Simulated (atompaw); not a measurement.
**Cutoff test, arsenic, PAW (atompaw)**

| Property | Result |
| --- | --- |
| Element | As |
| Generator | atompaw 4.2.0.5 |
| Type | PAW |
| Functional | PBE |
| Relativity | scalar-relativistic |
| Frozen core | [Ar] |
| Valence charge | 15 |
| Reference configuration | 3d10 4s2 4p3 |
| Partial waves | 4s (bound): rc 1.50 bohr; 4s channel at 2.55 Ry: rc 1.50 bohr; 4p (bound): rc 1.80 bohr; 4p channel at 0.1 Ry: rc 1.80 bohr; 3d (bound): rc 1.00 bohr; 3d channel at -2.4 Ry: rc 1.00 bohr |
| Local potential | troulliermartins scheme with l = 3 at 0.5 Ry, radius 1.35 bohr |
| Core correction | smooth core density matched at 1.00 bohr |
| Augmentation charge | gaussian compensation charge, radius 1.50 bohr; PAW radius 1.80 bohr; waves and projectors: custom rrkj gramschmidtortho |

The pseudo-atom Hamiltonian at the reference potential is diagonalised in spherical Bessel functions j_l(qr) that vanish at 20 bohr, with q² up to the cutoff. All-electron valence levels (Ry): 4s -1.0653, 4p -0.3818, 3d -2.9874.

Question: How do the lowest levels (Ry) of each channel move with the cutoff, and are there ghosts?

Answer:

```tsv
cutoff (Ry)	s #1	p #1	p #2	d #1	f #1	Σ f·Δε (mRy)
8	-1.0343	-0.3801	0.0258	0.0588	0.1125	30530.2
15	-1.0617	-0.3817	0.0257	0.0585	0.1125	30467.3
21	-1.0651	-0.3818	0.0257	0.0585	0.1125	30460.4
35	-1.0652	-0.3819	0.0257	0.0582	0.1125	30457.2
50	-1.0654	-0.3819	0.0257	-1.6791	0.1125	13083.3
60	-1.0654	-0.3819	0.0257	-2.5991	0.1125	3883.8
90	-1.0654	-0.3819	0.0257	-2.9718	0.1125	156.7
120	-1.0654	-0.3819	0.0257	-2.9834	0.1125	40.0
180	-1.0655	-0.3819	0.0257	-2.9872	0.1125	2.5
230	-1.0655	-0.3819	0.0257	-2.9873	0.1125	1.5
350	-1.0655	-0.3819	0.0257	-2.9874	0.1125	0.1
400	-1.0655	-0.3819	0.0257	-2.9874	0.1125	0.0
```

Result: ghost state, extra bound levels that the all-electron valence spectrum of the same l lacks: s at -12.7 eV (a true bound ghost makes a file unfit for plane-wave use); 10 mRy is reached at 160 Ry and 1 mRy at 260 Ry.
